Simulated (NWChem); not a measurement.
System: C3H5O2, doublet; SMILES CCO[C]=O

The following NWChem deck was run.

```
start job
memory heap 200 mb stack 900 mb global 1100 mb
geometry units angstroms
  C     -1.898942    -0.198028     0.139075
  C     -0.626293    -0.831840     0.661020
  O      0.435576     0.187301     0.813174
  C      1.096245     0.585946    -0.199110
  O      1.118869     0.333312    -1.369590
  H     -1.730856     0.226241    -0.848457
  H     -2.232257     0.590563     0.809409
  H     -2.677989    -0.952777     0.066408
  H     -0.750773    -1.238282     1.664599
  H     -0.254431    -1.599804    -0.021148
end
basis spherical
  * library 6-31g*
end
dft
  odft
  mult 2
  xc b3lyp
  iterations 150
end
driver
  maxiter 150
  linopt 0
end
task dft optimize
```

Parts of the log:

```
             Northwest Computational Chemistry Package (NWChem) 7.3.0
             --------------------------------------------------------

 C1  symmetry detected

                             Geometry "geometry" -> ""
                             -------------------------

 Output coordinates in angstroms (scale by  1.889725989 to convert to a.u.)

  No.       Tag          Charge          X              Y              Z
 ---- ---------------- ---------- -------------- -------------- --------------
    1 C                    6.0000    -0.69658576    -1.64835080     0.29006128
    2 C                    6.0000     0.37544924    -0.95207898    -0.52217405
    3 O                    8.0000     0.93343094     0.19346854     0.22998437
    4 C                    6.0000     0.30649332     1.30017545     0.27762153
    5 O                    8.0000    -0.71313739     1.73519783    -0.17566420
    6 H                    1.0000    -1.52438097    -0.96910782     0.48205244
    7 H                    1.0000    -0.29161908    -1.98790865     1.24033744
    8 H                    1.0000    -1.07083567    -2.50707838    -0.26163132
    9 H                    1.0000     1.23619587    -1.59529572    -0.70451613
   10 H                    1.0000    -0.02384928    -0.56841440    -1.46385627

 Effective nuclear repulsion energy (a.u.)     170.1734638239

                                Z-matrix (autoz)
                                --------

 Units are Angstrom for bonds and degrees for angles

[...]

      ----------------------
      Optimization converged
      ----------------------

  Step       Energy      Delta E   Gmax     Grms     Xrms     Xmax
  ---- ---------------- -------- -------- -------- -------- --------
@   11    -267.71207871 -2.6D-07  0.00006  0.00001  0.00048  0.00100
                                     ok       ok       ok       ok

                                Z-matrix (autoz)
                                --------

 Units are Angstrom for bonds and degrees for angles

      Type          Name      I     J     K     L     M      Value     Gradient
      ----------- --------  ----- ----- ----- ----- ----- ---------- ----------
    1 Stretch                  1     2                       1.51748   -0.00001
    2 Stretch                  1     6                       1.09395   -0.00001
    3 Stretch                  1     7                       1.09446   -0.00001
    4 Stretch                  1     8                       1.09637   -0.00001
    5 Stretch                  2     3                       1.47602    0.00001
    6 Stretch                  2     9                       1.09145    0.00001
    7 Stretch                  2    10                       1.09305    0.00001
    8 Stretch                  3     4                       1.31889   -0.00003
    9 Stretch                  4     5                       1.19767    0.00006
   10 Bend                     1     2     3               110.92278    0.00000
   11 Bend                     1     2     9               112.26911    0.00000
   12 Bend                     1     2    10               112.08155   -0.00001
   13 Bend                     2     1     6               110.83782   -0.00000
   14 Bend                     2     1     7               110.89158    0.00000
   15 Bend                     2     1     8               109.59528    0.00001
   16 Bend                     2     3     4               116.71835    0.00002
   17 Bend                     3     2     9               103.66597    0.00001
   18 Bend                     3     2    10               107.76182    0.00000
   19 Bend                     3     4     5               130.72751    0.00000
   20 Bend                     6     1     7               108.93800   -0.00000
   21 Bend                     6     1     8               108.15124    0.00000
   22 Bend                     7     1     8               108.34931   -0.00000
   23 Bend                     9     2    10               109.72785    0.00000
   24 Torsion                  1     2     3     4         -82.81238   -0.00000
   25 Torsion                  2     3     4     5          -0.65523    0.00000
   26 Torsion                  3     2     1     6          63.99517   -0.00002
   27 Torsion                  3     2     1     7         -57.13444   -0.00001
   28 Torsion                  3     2     1     8        -176.70908   -0.00001
   29 Torsion                  4     3     2     9         156.49130   -0.00001
   30 Torsion                  4     3     2    10          40.21746   -0.00002
   31 Torsion                  6     1     2     9         179.45542   -0.00001
   32 Torsion                  6     1     2    10         -56.50546   -0.00001
   33 Torsion                  7     1     2     9          58.32582    0.00000
   34 Torsion                  7     1     2    10        -177.63506   -0.00000
   35 Torsion                  8     1     2     9         -61.24883   -0.00000
   36 Torsion                  8     1     2    10          62.79030   -0.00001

[...]
```

Level: B3LYP/6-31G* (spherical d), spin-unrestricted. No stability test was run on the SCF state.
